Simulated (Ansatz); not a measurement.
A nudged elastic band was laid between two geometries of CH3AlF2 + H2 (9 atoms, charge 0, multiplicity 1).

Theory: RKS PBE-D4/6-31G* in Ansatz 0.2.0.

```yaml
movable_images: 9
climbing_image: yes
spring: 5.0 eV/Å²
optimiser: quadratic models (default)
start_path: through a guess of the saddle point
force_threshold: 0.05 eV/Å
iteration_limit: 60
end_points: relaxed
```

Initial state:

```xyz
9
Properties=species:S:1:pos:R:3
Al -0.417 0.152 -0.814
C 1.202 0.456 0.222
F -0.703 -1.275 -1.637
F -1.550 1.355 -1.049
H -1.549 -0.857 1.257
H -1.583 -1.396 0.729
H 1.007 1.133 1.071
H 1.988 0.922 -0.397
H 1.606 -0.491 0.617
```

Final state:

```xyz
9
Properties=species:S:1:pos:R:3
Al -1.086 -0.348 -0.938
C 0.883 0.275 0.813
F -0.113 -1.363 -1.838
F -1.254 1.224 -1.475
H 0.330 -0.093 1.689
H -2.046 -0.927 0.176
H 1.865 0.662 1.128
H 0.343 1.119 0.343
H 1.078 -0.550 0.102
```

(1) Which bonds break or form, and what moves?

(2) Give the energies along the band, and the barrier.

(3) What is the geometry of the highest image?

(4) What are the harmonic wavenumbers there?

Answers

(1) Bonds broken: Al1–C2, H5–H6. Bonds formed: Al1–H6, C2–H5. CH3AlF2 + H2 becomes AlF2H + CH4.

(2) The run converged. The highest image is number 4 of 0 to 10, 1.40 eV above the first end and 1.73 eV above the last; the last end lies 0.33 eV below the first. A vibrational analysis at the climbing image gives one clearly imaginary mode, 1350i cm⁻¹: a first-order saddle point. The orbitals stay closed-shell, which can raise the energy where a bond breaks towards radicals; this wasn't checked here.

```csv
image,path coordinate (Å),energy (eV),Al1–C2 (Å),H5–H6 (Å),Al1–H6 (Å)
0,0.00,0.00,1.95,0.76,2.48
1,0.56,0.01,1.95,0.75,2.51
2,1.13,0.07,1.95,0.76,2.40
3,1.69,0.50,1.96,0.79,2.06
4,2.25,1.40,2.09,1.09,1.76
5,2.78,0.32,2.36,1.61,1.62
6,3.31,-0.21,2.64,2.09,1.58
7,3.84,-0.30,2.73,2.45,1.58
8,4.37,-0.31,2.73,2.60,1.58
9,4.90,-0.32,2.72,2.72,1.58
10,5.43,-0.33,2.71,2.94,1.58
```

(3) 
```xyz
9
Properties=species:S:1:pos:R:3
Al -0.775 -0.124 -0.725
C 0.904 0.219 0.465
F -0.523 -1.340 -1.832
F -1.542 1.280 -1.181
H -0.435 -0.376 0.876
H -1.456 -0.750 0.773
H 0.943 0.781 1.414
H 1.279 0.938 -0.298
H 1.605 -0.629 0.507
```

(4) 1350i, 36, 154, 232, 288, 442, 510, 628, 705, 773, 932, 1001, 1220, 1232, 1437, 1461, 1621, 1995, 2931, 3046, 3106 cm⁻¹.

Time of the run: 110 s on 2 threads of Intel(R) Xeon(R) Platinum 8488C (Sapphire Rapids), with other jobs on the host, peak memory 0.17 GiB.
